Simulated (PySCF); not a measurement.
Compound: C6H9O3P.
Geometry (PBE0-D3(BJ)/def2-SVP, Å), atoms numbered from 1 in this order:
```
atom  x, y, z in Å
C1    -1.4740   -1.3072    0.9055
P2    -0.8156   -0.2736   -0.4240
O3    -1.2164   -0.7116   -1.8082
C4    -1.5194    1.4058   -0.1739
O5    -2.8136    1.3591   -0.6935
C6     0.9552   -0.1770   -0.1898
C7     1.7576    0.1416    0.9597
C8     3.0487    0.0968    0.5309
O9     3.1012   -0.2218   -0.7804
C10    1.8416   -0.3832   -1.2111
H11   -1.2109   -2.3542    0.6991
H12   -1.0802   -1.0115    1.8888
H13   -2.5684   -1.1998    0.8961
H14   -1.5563    1.6974    0.8882
H15   -0.8564    2.1227   -0.6999
H16   -2.7444    0.8302   -1.5080
H17    1.4182    0.3712    1.9676
H18    4.0035    0.2607    1.0238
H19    1.6950   -0.6481   -2.2552
```

All values: PBE0/pcSseg-1 (PySCF, non-relativistic), on one gas-phase PBE0-D3(BJ)/def2-SVP geometry that isn't relaxed in the solvent. The solvent is an IEF-PCM continuum (cavity from Bondi-type radii × 1.2). The model holds no explicit solvent molecules, cavitation or dispersion.

```json
{"run": "gas", "E − E(gas) (kcal/mol)": "0.00", "HOMO (eV)": "-7.30", "HOMO–LUMO gap (eV)": "6.88", "dipole (D)": "4.39"}
{"run": "P", "E − E(gas) (kcal/mol)": "-4.65", "HOMO (eV)": "-7.19", "HOMO–LUMO gap (eV)": "6.88", "dipole (D)": "4.90"}
{"run": "Q", "E − E(gas) (kcal/mol)": "-9.65", "HOMO (eV)": "-7.11", "HOMO–LUMO gap (eV)": "6.87", "dipole (D)": "5.51"}
```

Q: The runs were made in cyclohexane and tetrahydrofuran. Which run belongs to which solvent?

A: P = cyclohexane, Q = tetrahydrofuran. The dielectric constants are 2.017 (cyclohexane), 7.426 (tetrahydrofuran), and the energy falls further as ε rises. In this model the ground state sees the solvent through ε alone.

Q: How constant is the ratio of the lowering to (ε − 1)/(2ε + 1)?

A: 
| solvent | (ε − 1)/(2ε + 1) | E − E(gas) (kcal/mol) | ratio (kcal/mol) | polarisation term (kcal/mol) |
| --- | --- | --- | --- | --- |
| cyclohexane | 0.202 | -4.65 | -23.0 | -4.91 |
| tetrahydrofuran | 0.405 | -9.65 | -23.8 | -10.83 |

The ratio changes by +3.3 % in size from cyclohexane to tetrahydrofuran. The polarisation term is half the interaction of the solute with the induced surface charges.
